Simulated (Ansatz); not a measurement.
A set of 12 reactions (bond dissociation), with CCSD(T)/CBS values in kJ/mol:

```tsv
reaction	ΔE
`FC(Br)Br` → Br• + `F[CH]Br`•	302.4
`CO[SiH2][S][GeH3]` → `[S][GeH3]`• + `CO[SiH2]`•	404.8
`C[SiH](F)Cl` → Cl• + `C[SiH]F`•	502.7
`C[N]([GeH3])[SiH2]O` → `C[N][GeH3]`• + `O[SiH2]`•	472.2
`ClCBr` → `[CH2]Br`• + Cl•	349.2
`[Cl][GeH]([Cl])[SeH]` → `[Cl][GeH][Cl]`• + `[SeH]`•	318.1
`C[SiH](N)O` → `[OH]`• + `C[SiH]N`•	567.6
`O[Si@H](F)N[Si@H](O)Cl` → `[NH][SiH](O)Cl`• + `O[SiH]F`•	542.5
`BNB` → `[BH2]`• + `B[NH]`•	611.6
`[NH2][GaH][SiH3]` → `[NH2][GaH]`• + `[SiH3]`•	320.6
`[Cl][SnH2][Br]` → Cl• + `[Br][SnH2]`•	398.2
`[Cl][Mg][Br]` → Br• + `[Mg][Cl]`•	438.4
```

Gas-phase electronic energies from Ansatz, PBE0-D4/def2-TZVP geometries. CBS: MP2 limit from def2 TZ/QZ plus the TZ coupled-cluster correction, frozen cores. This one scheme is used for every species, atoms too. Functionals use def2-TZVPP. No spin–orbit coupling; open shells (•) take unrestricted orbitals. Spin–orbit coupling would lower the free atoms: a little for Cl; clearly for Br. Elements past krypton have def2 core potentials. Bonds to Br, Ga, Ge, Mg, Se, Sn are less sure, by a few kJ/mol each and by 10 to 20 or more in all where they break to atoms, as the def2 sets lack core-valence functions. Scalar relativity is left out up to krypton. Each species was taken in one conformer, which may not be the lowest.

(1) Give the mean, mean absolute and largest difference (level minus CCSD(T)/CBS, kJ/mol) for: r2SCAN-D4, PBE0-D4, ωB97X-V, ωB97M-V, B2PLYP, PBE, HF/def2-TZVPP, MP2/def2-TZVPP, CCSD/def2-TZVPP, CCSD(T)/def2-TZVPP, HF/def2-QZVPP, SCS-MP2/def2-QZVPP, HF/CBS(def2), MP2/CBS(def2). (An estimate is asked.)

The largest T1 diagnostic in the set is 0.030, for `B[NH]`• (customary mark 0.045).

CCSD(T)/CBS is a level of theory with its own doubt, and the functionals carry their triple-zeta basis error, so these figures describe this set and don't rank the functionals.

## Answers

(1) Computed: 
```
             level    mean  mean absolute  largest
         r2SCAN-D4   -28.2           28.2    -47.7
           PBE0-D4   -20.8           20.8    -32.2
           ωB97X-V    -9.4            9.4    -19.7
           ωB97M-V    -7.3            8.2    -23.9
            B2PLYP   -25.1           25.1    -32.4
               PBE   -29.3           29.3    -54.9
     HF/def2-TZVPP  -127.7          127.7   -155.0
    MP2/def2-TZVPP     5.8           12.2     22.2
   CCSD/def2-TZVPP   -26.5           26.5    -39.2
CCSD(T)/def2-TZVPP   -16.9           16.9    -32.7
     HF/def2-QZVPP  -128.1          128.1   -156.1
SCS-MP2/def2-QZVPP     5.7            8.5     22.2
      HF/CBS(def2)  -128.2          128.2   -156.2
     MP2/CBS(def2)    22.7           22.7     32.9
```
